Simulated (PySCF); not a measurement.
C3H7O2, SMILES [O]CC(O)C (connectivity only; charge and spin as stated), charge -1, multiplicity 1. The structure is a stationary point at PBE0-D3(BJ)/def2-SVPD. The spin state was assumed, not searched. The isomer is the one that the SMILES or the coordinates give; other isomers of the formula were not compared. The values are those of a single conformer.

These are PBE0-D3(BJ)/def2-SVPD (PySCF 2.14.0) values and carry that method's errors.

Harmonic wavenumbers (cm⁻¹): 151, 180, 229, 277, 372, 448, 508, 842, 904, 932, 1048, 1103, 1150, 1200, 1225, 1242, 1319, 1328, 1362, 1386, 1436, 1457, 1462, 2599, 2659, 2981, 2993, 3076, 3126, 3892. Rotational constants (GHz): 8.316, 3.771, 2.832; symmetry number 1.

Task: Work out the zero-point energy and the ideal-gas rigid-rotor harmonic-oscillator thermochemistry at 298.15 K and 1 atm.

Result: ZPE = ½ Σ hcν = ½ × 42887 cm⁻¹ = 61.31 kcal/mol. H − E(el) = 65.79 kcal/mol. Entropy in cal/(mol K): translation 38.86, rotation 25.70, vibration 11.81, total 76.37. G − E(el) = 43.02 kcal/mol. Cp = 23.09 cal/(mol K).
